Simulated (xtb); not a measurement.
F5Sb, charge +1, doublet, from a rough starting geometry (a state made from the parent by changing its charge; the spin is typed, not shown lowest); GFN2-xTB run with xtb 6.7.1.

The xtb input:
```
$ xtb mol.xyz --gfn 2 --chrg 1 --uhf 1 --opt vtight --json

# file mol.xyz
6

Sb     0.04718873    -0.01047937    -0.01274343
F      1.27498843    -0.76133285     1.19795411
F     -1.29945609     0.74405486    -1.18073740
F      0.24604336     1.69452833     0.81546409
F      1.05670725    -0.49729013    -1.48533851
F     -1.35140605    -1.27013659     0.64968130
```

It wrote (shortened):

```
   ID    Z sym.   atoms
    1   51 Sb     1
    2    9 F      2-6

           -------------------------------------------------
          |                Calculation Setup                |
           -------------------------------------------------

           -------------------------------------------------
          |                 G F N 2 - x T B                 |
           -------------------------------------------------

          ...................................................
          :                      SETUP                      :
          :.................................................:
          :  # basis functions                  30          :
          :  # atomic orbitals                  29          :
          :  # shells                           13          :
          :  # electrons                        39          :
          :  max. iterations                   250          :
          :  Hamiltonian                  GFN2-xTB          :
          :  restarted?                      false          :
          :  GBSA solvation                  false          :
          :  PC potential                    false          :
          :  electronic temp.          300.0000000     K    :
          :  accuracy                    1.0000000          :
          :  -> integral cutoff          0.2500000E+02      :
          :  -> integral neglect         0.1000000E-07      :
          :  -> SCF convergence          0.1000000E-05 Eh   :
          :  -> wf. convergence          0.1000000E-03 e    :
          :  Broyden damping             0.4000000          :
          :  net charge                          1          :
          :  unpaired electrons                  1          :
          ...................................................

 iter      E             dE          RMSdq      gap      omega  full diag
   1    -25.0505850 -0.250506E+02  0.793E+00    5.18       0.0  T
   2    -25.0114209  0.391641E-01  0.689E+00    5.68       1.0  T
   3    -25.0738529 -0.624320E-01  0.519E+00    5.03       1.0  T
   4    -25.0119562  0.618967E-01  0.561E+00    4.97       1.0  T
   5    -25.0261177 -0.141615E-01  0.472E+00    5.22       1.0  T
   6    -25.1025027 -0.763850E-01  0.453E+00    5.49       1.0  T
   7    -25.1868088 -0.843060E-01  0.371E+00    5.53       1.0  T
   8    -25.1873741 -0.565359E-03  0.279E+00    5.69       1.0  T
   9    -25.1153468  0.720274E-01  0.335E+00    5.60       1.0  T
  10    -25.1301559 -0.148091E-01  0.326E+00    5.71       1.0  T
  11    -25.2285046 -0.983487E-01  0.164E+00    5.81       1.0  T
  12    -25.2220334  0.647116E-02  0.180E+00    5.81       1.0  T
  13    -25.2292565 -0.722307E-02  0.160E+00    5.82       1.0  T
  14    -25.2323255 -0.306900E-02  0.148E+00    5.84       1.0  T
  15    -25.2388991 -0.657364E-02  0.119E+00    5.85       1.0  T
  16    -25.2395641 -0.664994E-03  0.115E+00    5.85       1.0  T
  17    -25.2446112 -0.504707E-02  0.816E-01    5.85       1.0  T
  18    -25.2462569 -0.164578E-02  0.674E-01    5.85       1.0  T
  19    -25.2464173 -0.160314E-03  0.701E-01    5.86       1.0  T
  20    -25.2484898 -0.207249E-02  0.439E-01    5.86       1.0  T
  21    -25.2493621 -0.872300E-03  0.355E-01    5.86       1.0  T
  22    -25.2498793 -0.517237E-03  0.274E-01    5.86       1.0  T
  23    -25.2503965 -0.517231E-03  0.158E-01    5.86       1.0  T
  24    -25.2505554 -0.158847E-03  0.891E-02    5.86       1.0  T
  25    -25.2505391  0.162791E-04  0.982E-02    5.86       1.0  T
  26    -25.2506166 -0.774803E-04  0.489E-02    5.86       1.0  T
  27    -25.2506384 -0.218468E-04  0.216E-02    5.87       1.9  T
  28    -25.2506417 -0.326904E-05  0.121E-02    5.87       3.4  T
  29    -25.2506418 -0.691801E-07  0.962E-03    5.87       4.2  T
  30    -25.2506420 -0.203093E-06  0.716E-03    5.87       5.7  T
  31    -25.2506422 -0.249207E-06  0.495E-03    5.87       8.2  T
  32    -25.2506424 -0.192758E-06  0.262E-03    5.87      15.6  T
[...]
 * total energy  :   -25.2439641 Eh     change       -0.1128651E-05 Eh
 * total energy  :   -25.2439643 Eh     change       -0.2316699E-06 Eh
 * total energy  :   -25.2439649 Eh     change       -0.5073779E-06 Eh
 * total energy  :   -25.2439655 Eh     change       -0.6768840E-06 Eh
 * total energy  :   -25.2439660 Eh     change       -0.4622096E-06 Eh
 * total energy  :   -25.2439664 Eh     change       -0.4260274E-06 Eh
 * total energy  :   -25.2439671 Eh     change       -0.6993365E-06 Eh
 * total energy  :   -25.2439684 Eh     change       -0.1264536E-05 Eh
 * total energy  :   -25.2439697 Eh     change       -0.1273279E-05 Eh
 * total energy  :   -25.2439702 Eh     change       -0.5371437E-06 Eh
 * total energy  :   -25.2439704 Eh     change       -0.2104524E-06 Eh
 * total energy  :   -25.2439705 Eh     change       -0.8681079E-07 Eh
   *** GEOMETRY OPTIMIZATION CONVERGED AFTER 54 ITERATIONS ***
         :: total energy             -25.243970491920 Eh    ::
[...]
        10        2.0000           -0.8368666             -22.7723
        11        2.0000           -0.8307222             -22.6051
        12        2.0000           -0.8305414             -22.6002
        13        1.9957           -0.8244455             -22.4343
        14        1.9845           -0.8232246             -22.4011
        15        1.9530           -0.8221385             -22.3715
        16        1.9513           -0.8221029             -22.3706
        17        1.8897           -0.8212617             -22.3477
        18        1.8228           -0.8207371             -22.3334
        19        1.8136           -0.8206785             -22.3318
        20        1.5894           -0.8196221             -22.3031 (HOMO)
        21                         -0.6485591             -17.6482 (LUMO)
        22                         -0.5330549             -14.5052
        23                         -0.4656089             -12.6699
        24                         -0.4608693             -12.5409
        25                         -0.2504641              -6.8155
        26                         -0.1103283              -3.0022
        27                         -0.1001303              -2.7247
        28                          0.3272078               8.9038
        29                          0.5778394              15.7238
      -------------------------------------------------------------
                  HL-Gap            0.1710630 Eh            4.6549 eV
             Fermi-level           -0.7766846 Eh          -21.1347 eV

     #   Z          covCN         q      C6AA      α(0)
     1  51 Sb       3.585     0.692   338.304    35.015
     2   9 F        0.716     0.066     8.829     3.509
     3   9 F        0.716     0.066     8.828     3.509
     4   9 F        0.716     0.066     8.829     3.509
     5   9 F        0.721     0.044     9.005     3.544
     6   9 F        0.716     0.066     8.830     3.509

 Mol. C6AA /au·bohr⁶  :       1059.362051
 Mol. C8AA /au·bohr⁸  :      61498.783391
 Mol. α(0) /au        :         52.593887

Wiberg/Mayer (AO) data.
largest (>0.10) Wiberg bond orders for each atom

 ---------------------------------------------------------------------------
     #   Z sym  total        # sym  WBO       # sym  WBO       # sym  WBO
 ---------------------------------------------------------------------------
     1  51 Sb   4.459 --     5 F    1.030     4 F    0.858     6 F    0.857
                             3 F    0.857     2 F    0.856
     2   9 F    1.267 --     1 Sb   0.856     6 F    0.132     4 F    0.125
     3   9 F    1.270 --     1 Sb   0.857     4 F    0.133     6 F    0.125
     4   9 F    1.271 --     1 Sb   0.858     3 F    0.133     2 F    0.125
     5   9 F    1.417 --     1 Sb   1.030
     6   9 F    1.269 --     1 Sb   0.857     2 F    0.132     3 F    0.125
 ---------------------------------------------------------------------------

Topologies differ in total number of bonds
Writing topology from bond orders to xtbtopo.mol

molecular dipole:
                 x           y           z       tot (Debye)
 q only:       -0.033      -0.016       0.027
   full:       -0.030      -0.014       0.019       0.096
molecular quadrupole (traceless):
                xx          xy          yy          xz          yz          zz
 q only:       -0.004       0.177       0.397       0.604      -0.290      -0.393
  q+dip:        0.008       0.096       0.159       0.274      -0.127      -0.166
   full:        0.076      -0.015      -0.303      -0.267       0.188       0.227

optimized geometry written to: xtbopt.xyz

           -------------------------------------------------
          | TOTAL ENERGY              -25.243970491920 Eh   |
          | GRADIENT NORM               0.000032329986 Eh/α |
          | HOMO-LUMO GAP               4.654862110955 eV   |
           -------------------------------------------------

normal termination of xtb
```
